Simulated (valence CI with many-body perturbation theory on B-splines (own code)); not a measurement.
## Level structure of Cl²⁺

Computed by relativistic CI+MBPT: five valence electrons over a frozen Dirac-Fock core [Ne], a basis of 11 s, 11 p, 10 d, 8 f, 5 g, 2 h functions for each j, with the one-electron correlation potential Σ1, the two-electron term Σ2, the three-electron term Σ3, Breit, model QED; selected CI, second order for the rest, scaled by the run's own slope (own B-spline code, finite nucleus).

Set against measurement, 47 paired levels are off by 70 cm⁻¹ on average, the worst by 273. These come from a selection out of Moore, Atomic Energy Levels, vol. I, NSRDS-NBS 35 (1971 reprint of NBS Circular 467, 1949), an old analysis. Levels without a partner in it may be off by more. Among the levels kept, up to 3400 cm⁻¹ of a level comes from second order outside the variational space, and about a tenth of that is noise between levels of different J, which matters for small intervals.

Levels 91 to 103 of 103, with energies above the lowest level, 3s²3p³ ⁴S°_3/2. "Leading %" is the weight of the configuration and term that name the level; weights of strongly mixed levels are sums over their largest components and can fall short. Lifetimes count E1, E2, E3, M1 and M2 decay at the calculated energies, and are blank where another channel may lead or the interval is too uncertain; long ones can be off by a factor of two.

| No. | Configuration | Term | J | E (cm⁻¹) | Leading % | g | Lifetime |
| --- | --- | --- | --- | --- | --- | --- | --- |
| 91 | 3s²3p²4d | ⁴D | 3/2 | 241568 | 78 | 1.235 | 1.17 ns |
| 92 | 3s²3p²4d | ⁴D | 5/2 | 241630 | 73 | 1.398 | 1.12 ns |
| 93 | 3s²3p²4d | ⁴D | 7/2 | 241991 | 87 | 1.418 | 1.56 ns |
| 94 | 3s²3p²4d | ²P | 3/2 | 242528 | 82 | 1.323 | 497 ps |
| 95 | 3s²3p²4d | ⁴P | 5/2 | 242781 | 75 | 1.559 | 516 ps |
| 96 | 3s²3p²4d | ⁴P | 3/2 | 243085 | 83 | 1.696 | 460 ps |
| 97 | 3s²3p²4d | ²P | 1/2 | 243191 | 46 | 1.439 | 451 ps |
| 98 | 3s²3p²4d | ⁴P | 1/2 | 243203 | 51 | 1.819 | 446 ps |
| 99 | 3s²3p²4d | ²F | 5/2 | 243859 | 89 | 0.862 | 513 ps |
| 100 | 3s²3p²5s | ⁴P | 1/2 | 244693 | 87 | 2.622 | 1.12 ns |
| 101 | 3s²3p²4d | ²F | 7/2 | 244716 | 88 | 1.147 | 513 ps |
| 102 | 3s3p³4s | ⁶S° | 5/2 | 244792 | 96 | 2.002 | 1.55 μs |
| 103 | 3s²3p²5s | ⁴P | 3/2 | 245119 | 88 | 1.724 | 1.04 ns |

Names give the largest LS component (configuration and term), which can be under half, so a name can repeat, a term be missing and a line seem to break the LS rules; names also repeat where a configuration has a term twice.

Where two levels of one J and parity lie close, their mixing, g and order are uncertain.
